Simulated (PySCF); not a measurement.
# Ionising ICl

PBE0; PySCF, scalar-relativistic core potentials, basis sets I def2-SVP with ECP28, Cl def2-SVP. Neutral (UKS): singlet (closed shell), Re = 2.357 Å, ωe = 386 cm⁻¹, De = 2.19 eV, HOMO -7.77 eV, LUMO -3.63 eV.

ICl⁺ (UKS): doublet (π ↑), Re = 2.272 Å, ωe = 437 cm⁻¹, De = 2.50 eV to I⁺ + Cl. The energies at the minima are -757.60349 hartree for ICl and -757.22711 for ICl⁺.

Question: Work out the adiabatic ionisation energy, without and with harmonic zero-point energies (1 hartree = 27.2114 eV, 1 eV = 8065.5 cm⁻¹), and the change of the bond length.

Answer: At PBE0: 0.37638 hartree = 10.242 eV between the minima; the zero-point term (437.0 − 386.0)/2 cm⁻¹ = +0.003 eV makes it 10.245 eV. Re changes by -8.5 pm against the neutral. Minus the HOMO energy is 7.77 eV, -2.47 eV from the value between the minima; self-interaction puts the Kohn–Sham level too high, less so with exact exchange. The electron leaves a π orbital, and the shorter bond of the ion fits an antibonding orbital, or a change in how ionic the bond is.

Spin–orbit coupling is left out, which matters for elements this heavy, above all for dissociation energies. For an ion De counts to the pair picked by the measured ionisation energies or electron affinities, which need not be the lowest pair at this level. States were picked by a PBE0 search and need not be the measured ground states.
